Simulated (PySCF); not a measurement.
# Exercise with solution: refractive index and permittivity of the vapour

C4H8Si2, SMILES [SiH3]C1=CC=C[SiH2]1.

Geometry optimised at r2SCAN-D4/def2-SVP. This is a generated structure with no PubChem entry under its InChIKey; it may be hypothetical.

PySCF with B3LYP/def2-TZVP gives a mean static polarisability of 98.6 bohr³ and a dipole moment of 1.31 D. Take an ideal gas at 298.15 K and 0.1 bar, whether or not the substance is that volatile.

**Question.** Work out n − 1 in the optical limit and the static ε − 1.

**Answer.** 
Polarisability volume α' = 98.6 × 0.148185 = 14.61 Å³. Number density N = p/kT = 2.43e-6 Å⁻³.
Dilute limit of Lorentz–Lorenz: n − 1 = 2π N α' = 0.00022.
Orientation term of Debye: μ²/(3kT) = 8.098 Å³ × μ²(D²) = 13.90 Å³.
ε − 1 = 4π N (α' + μ²/3kT) = 0.00087. Orientation of the dipole supplies 49 % of the static response; it can't follow optical fields. Vibrational polarisation and dispersion are left out.
